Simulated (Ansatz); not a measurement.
Reaction (redistribution): `O[SiH2][SnH2][SiH3]` + `C=C(C)[SiH3]` → `C=C([SiH3])[SiH3]` + `[CH3][SnH2][SiH2]O`

Gas-phase electronic energies from Ansatz, PBE0-D4/def2-TZVP geometries. CCSD(T)/CBS adds triple-zeta CCSD(T) − MP2 to the extrapolated MP2 energy (def2 sets, frozen cores). DFT in def2-TZVPP. def2 core potentials past Kr. For Sn outer-core shells are correlated without core-valence functions, which leaves a few kJ/mol of doubt a bond. Each species was taken in one conformer, which may not be the lowest.

CCSD(T)/CBS gives +2.6 kcal/mol.

(1) Another level gave +5.8 kcal/mol. Which?
A. MP2/def2-TZVPP
B. PBE/def2-TZVPP
C. r2SCAN-D4/def2-TZVPP
D. HF/def2-TZVPP

Largest T1 diagnostic among the species: 0.013.

Results:

(1) B. PBE 5.8, HF/def2-TZVPP 3.2, r2SCAN-D4 4.4, MP2/def2-TZVPP 1.6 kcal/mol.

In def2-TZVPP, CCSD(T) changes the Hartree–Fock value by −0.8 kcal/mol (the triples alone add −0.3 kcal/mol) and MP2 by −1.6 kcal/mol.
